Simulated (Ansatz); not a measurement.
Calculated with Ansatz (gas phase, PBE0-D4/def2-TZVP geometries, no zero-point term in ΔE). CCSD(T)/CBS adds triple-zeta CCSD(T) − MP2 to the extrapolated MP2 energy (def2 sets, frozen cores). This one scheme is used for every species. Functionals use def2-TZVPP. One conformer a species, not always the lowest.

`C=NC[SiH2]C` + `O[SiH3]` → `C=NCO[SiH3]` + `C[SiH3]`  (substitution at a C–Si bond)

```json
{"level": "r2SCAN-D4", "ΔE (kcal/mol)": "13.7", "difference from CCSD(T)/CBS": "-1.0"}
{"level": "ωB97X-V", "ΔE (kcal/mol)": "12.6", "difference from CCSD(T)/CBS": "-2.1"}
{"level": "ωB97M-V", "ΔE (kcal/mol)": "13.8", "difference from CCSD(T)/CBS": "-0.9"}
{"level": "r2SCAN", "ΔE (kcal/mol)": "13.6", "difference from CCSD(T)/CBS": "-1.1"}
{"level": "SCS-MP2/def2-TZVPP", "ΔE (kcal/mol)": "14.0", "difference from CCSD(T)/CBS": "-0.7"}
{"level": "CCSD(T)/def2-TZVPP", "ΔE (kcal/mol)": "13.7", "difference from CCSD(T)/CBS": "-1.0"}
{"level": "MP2/def2-QZVPP", "ΔE (kcal/mol)": "16.2", "difference from CCSD(T)/CBS": "1.5"}
{"level": "SCS-MP2/def2-QZVPP", "ΔE (kcal/mol)": "14.6", "difference from CCSD(T)/CBS": "-0.1"}
{"level": "HF/CBS(def2)", "ΔE (kcal/mol)": "9.9", "difference from CCSD(T)/CBS": "-4.8"}
{"level": "CCSD/CBS(def2)", "ΔE (kcal/mol)": "14.4", "difference from CCSD(T)/CBS": "-0.3"}
{"level": "CCSD(T)/CBS", "ΔE (kcal/mol)": "14.7", "difference from CCSD(T)/CBS": "0"}
```

Largest T1 diagnostic among the species: 0.012.

In def2-TZVPP, CCSD(T) changes the Hartree–Fock value by +3.8 kcal/mol (the triples alone add +0.3 kcal/mol) and MP2 by +5.7 kcal/mol.
